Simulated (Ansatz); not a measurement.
Cost and result for the atomization energy of `O=C1[SiH2]S1` (6 atoms, 6 bonds).

The species carries charge 0 and has multiplicity 1. The geometry is a stationary point of PBE0-D4/def2-TZVP. Program: Ansatz. All runs use 2 threads of an Arm Neoverse V2 on a shared host. Times are those of one run each, without the atoms' runs, and a repeat can differ threefold. Electronic energies, without spin–orbit coupling; frozen cores. CCSD(T)/CBS adds CCSD(T) − MP2 in def2-TZVPP to the MP2 limit, and its time is that of the two runs behind it. T1 = 0.019.

CCSD(T)/CBS is a level of theory with its own doubt, some kJ/mol a heavy atom from the limit and from the frozen cores, so smaller differences don't rank the functionals.

```
                           level  functions  wall time  atomization (kcal/mol)  difference from CCSD(T)/CBS  per bond
          LDA (SPW92)/def2-TZVPP        174     0.85 s                   623.5                        100.9      16.8
                CCSD(T)/def2-SVP         74      1.1 s                   480.4                        -42.2      -7.0
              BLYP-D4/def2-TZVPP        174      1.4 s                   529.6                          7.0       1.2
              PBE0-D4/def2-TZVPP        174      1.9 s                   527.0                          4.4       0.7
             BHLYP-D4/def2-TZVPP        174        2 s                   493.2                        -29.4      -4.9
         CAM-B3LYP-D4/def2-TZVPP        174      2.2 s                   519.8                         -2.8      -0.5
               B2PLYP/def2-TZVPP        174      3.5 s                   516.8                         -5.8      -1.0
             PBE-QIDH/def2-TZVPP        174      3.5 s                   518.9                         -3.7      -0.6
           r2SCANh-D4/def2-TZVPP        174      3.9 s                   524.4                          1.8       0.3
ωB97M-V/def2-TZVPP (with forces)        174        8 s                   526.1                          3.5       0.6
                  MP2/def2-QZVPP        314      9.5 s                   534.1                         11.5       1.9
              CCSD(T)/def2-TZVPP        174       26 s                   503.4                        -19.2      -3.2
               CCSD(T)/CBS(def2)          –       35 s                   522.6                          0.0       0.0
```

From BLYP to BHLYP (50 % exact exchange), in def2-TZVPP and without D4, the atomization energy moves by −33.4 kcal/mol: exact exchange takes away binding that semilocal exchange gives to molecules. At CCSD(T), def2-SVP lies −42.2 kcal/mol from the extrapolated value and def2-TZVPP −19.2 kcal/mol: correlation converges slowly with the basis, and small sets miss more of it in the bonded molecule than in its fragments. Leaving LDA and LC-ωPBE aside and taking each functional with its dispersion term where it has one, the values, not all of them listed here, spread over 55.4 kcal/mol, from BHLYP-D4 to PBE-D4. LDA lies +78.4 kcal/mol from PBE without D4, its usual overbinding.
